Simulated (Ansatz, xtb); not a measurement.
## F2HOSi2−: where a starting geometry ends

The starting geometry of this gas-phase singlet has its atoms placed at random.

```xyz
6

F     0.0566   -0.9995    1.4838
F     0.2464    0.0599   -1.2448
O     0.2369    2.0547   -0.2595
Si    1.3703    0.5213    0.4565
Si   -0.6339    0.5010    1.5683
H    -0.2205   -0.2482   -1.8731
```

Task: Guess where an optimisation with r2SCAN-D4/def2-SVPD ends from this start.

Result: It falls apart into FOSi2 + FH (formulas without charges). Distances that change by over a tenth: F2–H6 (0.84 → 0.96 Å). Contacts that close: O3–Si4 (2.04 → 1.71 Å), O3–Si5 (2.55 → 1.81 Å).

The energy falls by 6.06 eV over 28 steps:

```
step  E − E(last) (eV)
   1             6.063
   4             1.843
   7             0.845
  10             0.299
  13             0.091
  16             0.023
  19             0.012
  22             0.002
  25             0.001
  28             0.000
```

Final geometry (Å):

```xyz
6

F    -0.7720   -0.3162    0.1161
F     0.2525   -1.0999   -1.9950
O     0.0950    2.0922    0.9974
Si    1.6768    1.6107    0.5726
Si   -0.0730    0.3922    1.6076
H    -0.1237   -0.7898   -1.1673
```

From the same start GFN2-xTB ends elsewhere, in pieces: FOSi2 + FH.

From so rough a start the end depends on the optimiser's path, so another program may land elsewhere. No frequencies were run, so the end isn't proven a minimum. Run with Ansatz 0.2.0, 48 s on 2 threads of Intel(R) Xeon(R) 6975P-C (Granite Rapids), with other jobs on the host.
